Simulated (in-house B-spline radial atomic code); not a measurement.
**RPA and G0W0 on CAM-B3LYP: Mg II (Mg+)**

Configuration [Ne] 3s1, highest spin, mean-field start CAM-B3LYP. Computed with an all-electron radial atomic-structure program (B-spline basis): all electrons, non-relativistic, point nucleus, each spin shell either full or empty, empty states to l = 9 with an (l + 1/2)⁻⁴ tail; G0W0 by contour deformation at full frequency.

RPA overbinds a lone outer s electron by self-correlation, and G0W0 tends to as well.

Command:
```bash
python run_gw.py task.json out
```
Settings (radii: box in bohr, nucleus in fm):
```
Z                        12
electrons                11
configuration            [Ne] 3s1
hamiltonian              nr
method                   camb3lyp
lmax                     9
spin_polarised           True
box_radius               23.78
intervals                49
ion_configuration        [He] 2s2 2p6
```

Cost of the run: 3 s on 1 thread of Arm Neoverse N1 (shared host).

Energies (hartree):

```json
{"term": "mean-field total", "value": "-199.79769"}
{"term": "Hartree-Fock functional on these orbitals", "value": "-199.36375"}
{"term": "direct second order", "value": "-0.69716"}
{"term": "second-order exchange", "value": "0.25466"}
{"term": "SOSEX correction", "value": "0.2314"}
```

Problem. What is the RPA correlation energy, and what remains with SOSEX?

Solution. RPA gives -0.61077 hartree (-1.51 eV per electron); RPA + SOSEX gives -0.37937, and the second-order doubles -0.4425 hartree (no singles). SOSEX takes back 38 % of the RPA value.

Quasi-particle levels (eV):

| level | occupied | mean field | Σx - vxc | Σc | QP weight | G0W0 |
| --- | --- | --- | --- | --- | --- | --- |
| 3s up | yes | -13.935 | -0.83 | ? | ? | ? |
| 3s down | no | -9.122 | 2.99 | -1.37 | 0.935 | -7.498 |

G0W0 = mean field + (Σx - vxc) + Σc, with Σc (partial-wave tail included) taken at the quasi-particle energy. Only the outer levels were computed. Levels of low weight are left out.

Problem. Where does G0W0 put 3s up?

Solution. At -15.548 eV, with Σc = -0.78 eV and a quasi-particle weight of 0.959. The tabulated removal energy is 15.035 eV (NIST, measured); the calculation leaves out relativity, Breit and QED terms, and what these don't explain is the method's own error.

Problem. What does it cost to remove one electron (to [He] 2s2 2p6) by differences of total energies, each species on its own start (correlation terms add to the Hartree-Fock functional)?

Solution. CAM-B3LYP 15.469 eV, Hartree-Fock functional 14.685 eV, + RPA 15.395 eV, + RPA + SOSEX 14.958 eV, + second order 15.047 eV. Tabulated: 15.035 eV (NIST, measured); the calculation leaves out relativity, Breit and QED terms, and what these don't explain is the method's own error.
